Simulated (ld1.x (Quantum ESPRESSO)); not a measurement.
**antimony (Sb), TM: configuration errors across variants**

| Item | Value |
| --- | --- |
| Element | Sb |
| Generator | ld1.x (Quantum ESPRESSO) 7.5 |
| Type | norm-conserving Troullier–Martins (Kleinman–Bylander form) |
| Functional | PBE |
| Relativity | fully relativistic |
| Frozen core | [Kr] 4d10 |
| Valence charge | 5 |
| Reference configuration | 5s2 5p2.5 (charge +0.5) |
| Partial waves | 5s (bound): rc 1.95 bohr; 5p (bound): rc 1.95 bohr; 5d channel at 0.3 Ry: rc 1.65 bohr |
| Local potential | the d channel |
| Core correction | Bessel-smoothed model core inside 1.70 bohr |

Open shells are filled in proportion to 2j + 1 (rel_dist='average').

All-electron excitation energies from the reference (eV): (1) 5s2 5p3 -3.270; (2) 5s2 5p2 5.064; (3) 5s2 5p1 21.052; (4) 5s2 5p0 45.491; (5) 5s0 5p5 13.107; (6) 5s2 5p3.3 -4.433; (7) 5s1 5p0 89.782.

2 further variants failed, have other tests or too few solved ones, and are left out.

A true bound ghost makes a file unfit for plane-wave use even where its test errors are small: the radial tests pick states by their node count and pass the ghost by.

Errors AE − PS in meV (a dash: test not solved or not reliable):

```tsv
change	(1)	(2)	(3)	(4)	(5)	(6)	(7)	bound ghosts
base	-0.6	-1.4	-25	-119	-39	-1.0	-442	s, p3/2, p1/2
wave 5d channel at 0.3 Ry: rc 1.65 bohr becomes 5d channel at 0.21 Ry: rc 1.65 bohr	-0.6	-1.4	-25	-119	-39	-1.0	-444	s, p3/2, p1/2
wave 5s (bound): rc 1.95 bohr becomes 5s (bound): rc 1.62 bohr	-0.6	-1.3	-24	-116	-47	-1.0	-443	s, p3/2, p1/2
wave 5d channel at 0.3 Ry: rc 1.65 bohr becomes 5d channel at 0.3 Ry: rc 1.12 bohr	-0.4	-1.0	-20	-100	-38	-0.5	–	s, p3/2, p1/2, d5/2 (extra level of the local part), d3/2 (extra level of the local part)
wave 5p (bound): rc 1.95 bohr becomes 5p (bound): rc 2.08 bohr	-0.6	-1.4	-24	-116	-44	-1.0	-434	s, p3/2, p1/2
core correction none	-0.4	-0.7	-6.7	+8.6	+40	-0.5	+209	s, p3/2, p1/2
```

**Question.** Give the same row for: all radii but the core radius scaled by about 1.05 (s 2.04, p 2.04, d 1.72 bohr).

**Answer.** -0.6, -1.3, -23, -111, -46, -1.0, –; bound ghosts: s, p3/2, p1/2.
